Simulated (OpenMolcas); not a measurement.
Au: effect of the active space

```
Program             : OpenMolcas
Method              : SS-CASPT2 or its RAS form, IPEA 0.25 Eh, imaginary shift 0.1 Eh
Basis               : ANO-RCC-VTZP
Scalar Hamiltonian  : DKH2, point nucleus
Spin-orbit coupling : state interaction with AMFI integrals over the reference wave functions, term energies averaged over their components
```

A. 11 electrons in 6 orbitals (5d 6s); 2S+1 = 2 even, 6 roots; closed shells correlated: 5s 5p; CASPT2 step of the order of 2.4 core-seconds
B. 11 electrons in 9 orbitals (RAS2 5d 6s; RAS3 6p, at most 2 electrons); 2S+1 = 2 even, 6 roots; 2S+1 = 4 odd, 3 roots (0 in the spin-orbit step); closed shells correlated: 5s 5p; CASPT2 step of the order of 6 core-seconds
C. 11 electrons in 11 orbitals (5d 6s 6d); 2S+1 = 2 even, 6 roots; closed shells correlated: 5s 5p; CASPT2 step about 23 core-minutes

Energies in cm-1 above 5d10 6s 2S 1/2, the measured ground level; measured values from NIST Handbook of Basic Atomic Spectroscopic Data.

```
         Level      A      B      C  Measured
5d10 6s 2S 1/2    0.0    0.0    0.0       0.0
5d9 6s2 2D 5/2   6650   8410   9020      9161
5d9 6s2 2D 3/2  18890  20600  21690     21435
```

Deviations, from unrounded energies. A percentage is the sum of absolute deviations over the sum of measured energies, with the sign that they share, or ± where signs differ.

| Against measurement | Levels | A | B | C |
| --- | --- | --- | --- | --- |
| mean absolute deviation (cm-1) | 2 | 2500 | 790 | 200 |
| other configurations (%) | 2 | -16.5 | -5.2 | ±1.3 |

C lies closest to measurement on these levels and A furthest from it. The largest miss of C in the table is 5d9 6s2 2D 3/2, by +250 cm-1. The ranking rests on the paired levels alone, and a cruder setting can come out closer through cancelling errors.

Among A to C the level of the table that moves most is 5d9 6s2 2D 3/2, by 2800 cm-1 (lowest in A, highest in C). Moves below CASPT2's spread within the term are not significant.

CASPT2 breaks the degeneracy within a term, and the mean is taken; among the terms shown or strongly mixed into the levels shown the widest spread is 350 cm-1 (5d9 6s2 2D, A). A single d shell beside an s shell can misplace configurations of different d count against each other (holds for A; B). Some high roots are left out of the spin-orbit mixing, which shifts the levels that they would mix with (holds for B). Active for correlation alone: 6d; no level in the range computed is led by a configuration that fills it, so any true level of that kind is missing (holds for C). Measured partners are found by configuration, term and J. A level has none where our copy of the source lacks it or the pairing is in doubt (some pairs that miss far off the trend of their configuration count as doubtful), and it then counts in no deviation. Only configurations of the active space appear.
